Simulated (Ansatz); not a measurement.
## Ligand exchange: C2H6Te + C2H10OSi2 → C2H8SiTe + C2H8OSi

Gas-phase species: C2H6Te `CC[TeH]`, singlet; C2H10OSi2 `CC[SiH](O)[SiH3]`, singlet; C2H8SiTe `CC[Te][SiH3]`, singlet; C2H8OSi `CC[SiH2]O`, singlet. The partners trade H for SiH3: Te–H and Si–SiH3 bonds give way to Te–SiH3 and Si–H.

Shapes, held fixed at every level: PBE0-D4/def2-TZVP. Flexible molecules stand in one conformer, not always the lowest. Programs: Ansatz 0.2.0. Electronic energies: no zero-point or thermal term.

Task: Estimate ΔE of this reaction.

Result: The highest level, CCSD(T)/def2-TZVPP, gives ΔE = -60.6 kJ/mol; the levels span -64.5 to -54.3. The column of differences is taken from that level and isn't an error. No measured value is set beside it here. For atoms past krypton def2 sets carry core potentials with scalar relativity. Outer-core shells of Te are correlated, in sets that cover them unevenly.

```tsv
level	kind	ΔE (kJ/mol)	less CCSD(T)/def2-TZVPP
PBE-D4/def2-TZVPP	GGA	-54.3	+6.3
r2SCAN-D4/def2-TZVPP	meta-GGA	-60.9	-0.3
wB97M-V/def2-TZVPP	range-separated hybrid	-64.2	-3.6
wB97X-V/def2-TZVPP	range-separated hybrid	-59.2	+1.4
B2PLYP/def2-TZVPP	double hybrid	-64.5	-3.9
CCSD/def2-TZVPP	coupled cluster or CI	-60.5	+0.1
CCSD(T)/def2-TZVPP	coupled cluster or CI	-60.6	0.0
```
